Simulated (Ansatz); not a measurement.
**Abstraction of F: GeHF3 + BF2 → GeHF2 + BF3**

Species: GeHF3 `[F][GeH]([F])[F]`, singlet; BF2 `F[B]F`, doublet; GeHF2 `[F][GeH][F]`, doublet; BF3 (boron trifluoride) `FB(F)F`, singlet. A radical takes F: the energy is the difference in strength between the Ge–F bond broken and the B–F bond made.

Shapes, held fixed at every level: PBE0-D4/def2-TZVP. Programs: Ansatz 0.2.0. The zero-point and thermal change to 298 K, harmonic and unscaled (PBE0-D4/def2-TZVP), is +2.0 kJ/mol.

**Question.** Estimate ΔH(298 K) of this reaction.

**Answer.** The highest level, CCSD(T)/def2-TZVPP, gives ΔH(298 K) = -157.1 kJ/mol; the levels span -181.7 to -151.4. The column of differences is taken from that level and isn't an error. No measured value is set beside it here. Open shells run unrestricted. Relativity is left out for Ge. Outer-core shells of Ge are correlated, in sets that cover them unevenly. Times are processor times on shared x86 and Arm servers, and rough.

```tsv
level	kind	ΔH(298 K) (kJ/mol)	less CCSD(T)/def2-TZVPP	CPU time (sum over the molecules)
HF/def2-TZVPP	Hartree–Fock	-151.4	+5.7	–
SPW92/def2-TZVPP	LDA	-181.7	-24.6	8.6 s
r2SCAN-D4/def2-TZVPP	meta-GGA	-160.9	-3.8	28 s
B3LYP-D4/def2-TZVPP	global hybrid	-172.7	-15.6	18 s
PBE0-D4/def2-TZVPP	global hybrid	-167.1	-10.0	13 s
wB97X-V/def2-TZVPP	range-separated hybrid	-161.6	-4.5	39 s
CCSD(T)/def2-TZVPP	coupled cluster or CI	-157.1	0.0	5.2 min
```
